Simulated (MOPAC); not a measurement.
Input file for MOPAC: PM6 on H4N2Sn (SMILES [NH2][Sn][NH2]), a point of a torsion scan.

```
PM6 1SCF PRECISE CHARGE=0 THREADS=1
H4N2Sn

N      1.75574919 1    -0.10393653 1     0.01481715 1
Sn     0.02659860 1    -0.07345688 1     1.18982257 1
N      0.83407125 1     1.17360252 1     2.58892219 1
H      2.14252455 1     0.74236728 1    -0.38040422 1
H      1.79290942 1    -0.79087760 1    -0.73025985 1
H      1.76766179 1     1.55561662 1     2.54785072 1
H      0.37658384 1     1.56539365 1     3.39900646 1
```

The log:

```
*******************************************************************************
 **                                                                           **
 **                              MOPAC v23.2.5                                **
 **                                                                           **
 *******************************************************************************
 ** MOPAC's Digital Object Identifier: https://doi.org/10.5281/zenodo.6511958 **
 **                                                                           **
 ** Please cite the open-source release paper for use of this MOPAC version:  **
 ** J. E. Moussa and J. J. P. Stewart (2026)                                  **
 ** MOPAC: An open-source semiempirical molecular orbital program             **
 ** J. Open Source Softw., 11(119), 8025, https://doi.org/10.21105/joss.08025 **
 *******************************************************************************

                              PM6 CALCULATION RESULTS

 *******************************************************************************
 *  PM6        - The PM6 Hamiltonian to be used
 *
 *
 *
 *                 CHARGE ON SYSTEM = 0
 *
 *
 *
 *  PRECISE    - TIGHTER CRITERIA TO BE USED
 *  1SCF       - DO 1 SCF AND THEN STOP
 *  THREADS=1  - MULTI-THREADING NOT USED
 *  T=         - A TIME OF 172800.0 SECONDS REQUESTED
 *  DUMP=N     - RESTART FILE WRITTEN EVERY 7200.0 SECONDS REQUESTED
 *******************************************************************************
PM6 1SCF PRECISE CHARGE=0 THREADS=1
 H4N2Sn

   ATOM   CHEMICAL          X               Y               Z
  NUMBER   SYMBOL      (ANGSTROMS)     (ANGSTROMS)     (ANGSTROMS)

     1       N          1.75574919  *  -0.10393653  *   0.01481715  *
     2      Sn          0.02659860  *  -0.07345688  *   1.18982257  *
     3       N          0.83407125  *   1.17360252  *   2.58892219  *
     4       H          2.14252455  *   0.74236728  *  -0.38040422  *
     5       H          1.79290942  *  -0.79087760  *  -0.73025985  *
     6       H          1.76766179  *   1.55561662  *   2.54785072  *
     7       H          0.37658384  *   1.56539365  *   3.39900646  *



          CARTESIAN COORDINATES

    NO.       ATOM           X           Y           Z

     1         N          1.7557     -0.1039      0.0148
     2        Sn          0.0266     -0.0735      1.1898
     3         N          0.8341      1.1736      2.5889
     4         H          2.1425      0.7424     -0.3804
     5         H          1.7929     -0.7909     -0.7303
     6         H          1.7677      1.5556      2.5479
     7         H          0.3766      1.5654      3.3990

 General Reference for PM6:
 "Optimization of Parameters for Semiempirical Methods V: Modification of NDDO Approximations
 and Application to 70 Elements", J. J. P. Stewart, J. Mol. Mod., 13, 1173-1213 (2007)
 URL: https://link.springer.com/article/10.1007/s00894-007-0233-4

           Empirical Formula: H4 N2 Sn  =     7 atoms



      MOLECULAR POINT GROUP   :   C1


      RHF CALCULATION, NO. OF DOUBLY OCCUPIED LEVELS = 9


 -------------------------------------------------------------------------------
 PM6 1SCF PRECISE CHARGE=0 THREADS=1
 H4N2Sn



     1SCF WAS SPECIFIED, SO BFGS WAS NOT USED
     SCF FIELD WAS ACHIEVED


                              PM6 CALCULATION
                                                       MOPAC v23.2.5 Linux




          FINAL HEAT OF FORMATION =         40.77959 KCAL/MOL =     170.62180 KJ/MOL


          COSMO AREA              =        110.11 SQUARE ANGSTROMS
          COSMO VOLUME            =         98.63 CUBIC ANGSTROMS

          IONIZATION POTENTIAL    =          8.122822 EV
          HOMO LUMO ENERGIES (EV) =         -8.123  0.072
          NO. OF FILLED LEVELS    =          9
          MOLECULAR WEIGHT        =        150.7350         POINT GROUP:  C1

          MOLECULAR DIMENSIONS (Angstroms)

            Atom       Atom       Distance
            H     7    H     5     4.96073
           Sn     2    H     6     2.35573
            H     4    H     5     0.89820


          SCF CALCULATIONS        =          1





   ATOM   CHEMICAL          X               Y               Z
  NUMBER   SYMBOL      (ANGSTROMS)     (ANGSTROMS)     (ANGSTROMS)

     1       N          1.75574919  *  -0.10393653  *   0.01481715  *
     2      Sn          0.02659860  *  -0.07345688  *   1.18982257  *
     3       N          0.83407125  *   1.17360252  *   2.58892219  *
     4       H          2.14252455  *   0.74236728  *  -0.38040422  *
     5       H          1.79290942  *  -0.79087760  *  -0.73025985  *
     6       H          1.76766179  *   1.55561662  *   2.54785072  *
     7       H          0.37658384  *   1.56539365  *   3.39900646  *

                             CARTESIAN COORDINATES

   1    N        1.755749190    -0.103936530     0.014817150
   2   Sn        0.026598600    -0.073456880     1.189822570
   3    N        0.834071250     1.173602520     2.588922190
   4    H        2.142524550     0.742367280    -0.380404220
   5    H        1.792909420    -0.790877600    -0.730259850
   6    H        1.767661790     1.555616620     2.547850720
   7    H        0.376583840     1.565393650     3.399006460


           Empirical Formula: H4 N2 Sn  =     7 atoms



      MOLECULAR POINT GROUP   :   C1


                  EIGENVALUES
 -29.08099 -28.60429 -15.85238 -15.36744 -15.25918 -12.64544  -9.74252  -9.01981
  -8.12282   0.07155   1.78654   2.06869   6.39998   6.54684   7.48051   7.57088


              NET ATOMIC CHARGES AND DIPOLE CONTRIBUTIONS

  ATOM NO.   TYPE          CHARGE      No. of ELECS.   s-Pop       p-Pop
    1          N          -0.816142        5.8161     1.60993     4.20621
    2         Sn           0.716693        3.2833     1.81538     1.46793
    3          N          -0.805764        5.8058     1.55433     4.25143
    4          H           0.221222        0.7788     0.77878
    5          H           0.215305        0.7847     0.78469
    6          H           0.233648        0.7664     0.76635
    7          H           0.235037        0.7650     0.76496
 DIPOLE           X         Y         Z       TOTAL
 POINT-CHG.    -3.480    -0.904    -0.445     3.622
 HYBRID         2.872     2.054    -0.192     3.536
 SUM           -0.607     1.151    -0.637     1.449


          ATOMIC ORBITAL ELECTRON POPULATIONS

     Atom    s        px        py        pz
    1  N   1.60993   1.55455   1.23362   1.41804
    2 Sn   1.81538   0.63046   0.38495   0.45252
    3  N   1.55433   1.26421   1.59738   1.38984
    4  H   0.77878
    5  H   0.78469
    6  H   0.76635
    7  H   0.76496

 **********************
 *                    *
 * JOB ENDED NORMALLY *
 *                    *
 **********************




 == MOPAC DONE ==
```

The run finished.

Cost: very roughly 0.03 core-seconds.
